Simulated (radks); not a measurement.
Excited configurations of Ir23+: one electron is placed in a higher orbital outside [Kr] 4d10 4f7. The ground configuration is [Kr] 4d10 4f8. Calculated with a radial shooting solver on a logarithmic mesh with Libxc functionals: scalar-relativistic Kohn-Sham, BLYP, spin-unpolarised, spherical densities, point nucleus. Excitation = E - E(ground); binding = E(ion) - E, where the ion is the core of charge +24; n* = 24/sqrt(2 binding) in atomic units. These energies are relativistic, and a one-electron ion of charge +24 with no core already has n* below n in this formula (scalar-relativistic equation, point nucleus: 5s 4.987, 5p 4.992, 5d 4.996, 5f 4.998, 6s 5.986, 6p 5.992, 6d 5.996, 6f 5.998, 7s 6.986, 7p 6.991, 7d 6.996, 7f 6.997). The quantum defect is therefore taken as that value minus n*, so that it holds no relativistic shift of the bare ion.

outer orbital  excitation (eV)  binding (eV)     n*  quantum defect  eigenvalue (eV)  <r> (bohr)
5s                      67.102        632.22  3.521           1.466          -618.20      0.7968
5p                      131.65        567.67  3.716           1.276          -554.53      0.8486
5d                      213.71        485.62  4.017           0.979          -473.32      0.9133
5f                      300.86        398.46  4.435           0.563          -386.96      0.9876
6s                      319.81        379.51  4.544           1.442          -371.82       1.309
6p                      350.71        348.61  4.741           1.250          -341.59       1.387
6d                      391.15        308.18  5.043           0.953          -301.67       1.491
6f                      434.66        264.67  5.442           0.556          -258.56       1.612
7s                      445.00        254.32  5.551           1.435          -249.19       1.945
7p                      462.35        236.97  5.751           1.241          -232.05       2.049
7d                      485.46        213.86  6.053           0.942          -209.21       2.193
7f                      510.55        188.77  6.443           0.554          -184.50       2.362

The Delta-SCF ionisation energy is 699.32 eV (NIST Atomic Spectra Database: 720 eV, theoretical). Self-interaction in the functional shifts the binding energies and quantum defects, so they are the method's values and not measured ones. Spin polarisation and multiplet splitting are left out, so open shells lie too high by an amount that depends on their filling. Spin-orbit splitting is averaged out at the scalar-relativistic level.

Beside tabulated values, note that spin-unpolarised runs miss the spin-polarisation part of the exchange energy of open shells.
